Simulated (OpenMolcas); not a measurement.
An OpenMolcas run meant for Ca II (ANO-RCC-VDZP, DKH4; inactive shells 1s 2s 2p 3s 3p; intended active space 1 electron in 8 orbitals (4s 4p 5s 5p)). One step of its input:

```
&CASPT2
Multistate=1 1
Frozen=2 3
IPEA=0.25
Shift=3.0
MaxIter=60
WThr=0.0 0.3 0.05
PrWF=0.5
NoMix
```

The run finished. Its levels beside those of a sound run (SS-CASPT2, IPEA 0.25 Eh, imaginary shift 0.1 Eh (closed shells correlated: 3s 3p)), in cm-1 above each run's lowest level:

```tsv
Level	This run	Usual run
4s 2S 1/2	0.0	0.0
4p 2P* 1/2	25159	25697
4p 2P* 3/2	25308	25847
```

Question: Which setting is unsound, and how much does it matter here?

Answer: The level shift is far above the usual 0.1 to 0.3 hartree and damps the second-order energy. Against the sound run the excited levels shown move by 540 cm-1 on average and by 540 cm-1 at most.

With one active electron outside closed inactive shells, the extra shells (5p 5s) add no correlation to the reference. ANO sets are built for ground and valence states and can reach diffuse excited orbitals poorly. With one active electron, CASPT2 adds the correlation within the correlated inactive shells and between them and that electron, and leaves the splitting within a term as the reference gives it. Only configurations of the active space appear.

* marks odd parity.
